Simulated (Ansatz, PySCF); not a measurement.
HO2 (SMILES [O]O), doublet, at a GFN2-xTB geometry. Base run: WB97M-V/cc-pVDZ run with PySCF.

The PySCF input:
```python
from pyscf import gto, scf, dft

mol = gto.M(
    atom='''
O    -0.503009    0.320948    0.021006
O     0.653915   -0.275198   -0.023698
H    -1.207253   -0.365999    0.021534
''',
    basis='cc-pvdz',
    charge=0,
    spin=1,
    verbose=4,
)

mf = dft.UKS(mol)
mf.xc = 'wb97m_v'
mf.kernel()
```

The same geometry, method and basis name were run in Ansatz (a first-principles code) and PySCF, at each program's defaults and at the settings that a row names. The base is PySCF at its defaults. Differences at the defaults can come from grids, fitting, cores and function types together.

```json
[
 {"code and settings": "PySCF, defaults (exact integrals, its default grid, spherical functions)", "ΔE vs base (mEh)": "0.000", "basis functions": "33", "E (Eh)": "-150.86925", "SCF cycles": "11", "dipole (D)": "2.26"},
 {"code and settings": "Ansatz, defaults (factorised integrals, its default grid, spherical functions)", "ΔE vs base (mEh)": "0.000", "basis functions": "33", "E (Eh)": "-150.86925", "SCF cycles": "-", "dipole (D)": "-"},
 {"code and settings": "PySCF, density fitting with def2-universal-jkfit", "ΔE vs base (mEh)": "-0.033", "basis functions": "33", "E (Eh)": "-150.86928", "SCF cycles": "11", "dipole (D)": "2.26"},
 {"code and settings": "PySCF, fine grid", "ΔE vs base (mEh)": "0.000", "basis functions": "33", "E (Eh)": "-150.86925", "SCF cycles": "11", "dipole (D)": "2.26"},
 {"code and settings": "Ansatz, high accuracy", "ΔE vs base (mEh)": "0.000", "basis functions": "33", "E (Eh)": "-150.86925", "SCF cycles": "-", "dipole (D)": "-"}
]
```

Open shells are given as the SCF converged; they aren't shown to be the lowest states, and a large step between rows can be another state.
